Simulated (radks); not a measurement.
All-electron atom: Ho+ in [Xe] 4f11 6s1.

All-electron calculation, Dirac Kohn-Sham, LDA (Slater exchange, Perdew-Wang correlation), spin-unpolarised, spherical densities, point nucleus; open shells fill j = l - 1/2 first. Program: a radial shooting solver on a logarithmic mesh with Libxc functionals.

Energy parts (hartree):
total: -12620.1686
kinetic: 13885.1480
electron-nucleus: -31166.8518
Hartree: 4925.0189
exchange-correlation: -263.4836

Orbitals (lengths in bohr, moments of r in powers of bohr; <r^-3> diverges for s and p1/2):
orbital	occ.	eigenvalue (hartree)	<r>	<r^4>	<r^-3>	<r^2>
1s1/2	2	-2035.651	0.02075	9.274e-07	-	0.0005888
2s1/2	2	-340.5420	0.08758	0.0001444	-	0.009120
2p1/2	2	-324.2340	0.07293	0.00008853	-	0.006586
2p3/2	4	-292.7767	0.08009	0.0001196	11580	0.007808
3s1/2	2	-76.21577	0.2297	0.005518	-	0.06041
3p1/2	2	-69.06839	0.2193	0.004963	-	0.05596
3p3/2	4	-62.50049	0.2328	0.006212	2506	0.06287
3d3/2	4	-50.20799	0.2054	0.004393	425.6	0.04965
3d5/2	6	-48.77165	0.2096	0.004708	373.7	0.05157
4s1/2	2	-15.22312	0.5191	0.1352	-	0.3045
4p1/2	2	-12.38675	0.5287	0.1523	-	0.3185
4p3/2	4	-10.90688	0.5601	0.1915	564.5	0.3572
4d3/2	4	-6.23052	0.5905	0.2691	81.84	0.4053
4d5/2	6	-5.96211	0.6017	0.2902	70.61	0.4207
5s1/2	2	-2.09718	1.277	5.082	-	1.839
5p1/2	2	-1.33122	1.443	8.939	-	2.375
5p3/2	4	-1.14482	1.554	12.14	69.45	2.758
4f5/2	6	-0.38221	0.8402	3.385	10.04	0.9726
4f7/2	5	-0.34625	0.8612	4.002	9.565	1.033
6s1/2	1	-0.33876	3.628	330.2	-	14.81

The highest occupied level is 6s1/2 at -9.218 eV. For comparison, the ionisation energy in NIST's Atomic Spectra Database is 11.78 eV (semi-empirical). In exact Kohn-Sham theory the highest level is minus the ionisation energy, but local and semilocal functionals leave it too shallow, through self-interaction and a potential that decays too fast; potentials with the right tail come closer.

Beside tabulated values, note that spin-unpolarised runs miss the spin-polarisation part of the exchange energy of open shells.
